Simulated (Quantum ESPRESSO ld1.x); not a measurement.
Radial electron density D(r) = 4 pi r^2 rho(r) of an atom or ion with 14 electrons. Method: Dirac Kohn-Sham, revPBE, spin-unpolarised, spherical densities, point nucleus; computed with ld1.x of Quantum ESPRESSO 7.5.

```
   r/bohr * D(r) (the largest magnitude, 55.6, reaches the edge; | marks zero)
 0.002418 |  *
 0.003025 |    *
 0.003754 |      *
 0.004697 |         *
 0.005829 |             *
 0.007293 |                  *
 0.009051 |                        *
  0.01132 |                               *
  0.01405 |                                      *
  0.01758 |                                            *
  0.02182 |                                                *
  0.02708 |                                                 *
  0.03388 |                                              *
  0.04205 |                                          *
  0.05261 |                                       *
  0.06529 |                                         *
  0.08169 |                                               *
   0.1014 |                                                      *
   0.1268 |                                                     *
   0.1574 |                                          *
   0.1969 |                          *
   0.2444 |                *
   0.3058 |              *
   0.3795 |             *
    0.471 |         *
   0.5893 |   *
   0.7313 |*
    0.915 *
    1.136 *
```

What is the nuclear charge?

Answer. Z = 40. The innermost maximum, from 1s, lies near gamma/Z bohr with gamma = sqrt(1 - (Z/c)^2) = 0.956, here 0.0239 bohr (found: 0.0256), and its height grows with Z. The density is that of the zirconium ion Zr26+ in [He] 2s2 2p5.75 3s2 3p2.25; the configuration itself is not fixed sharply by these data, and Z only to a few units. D(r) has 3 maxima, at r = 0.0256, 0.112, 0.334 bohr, and minima at 0.0548, 0.291 bohr, inside which lie 2.11, 10.39 electrons.
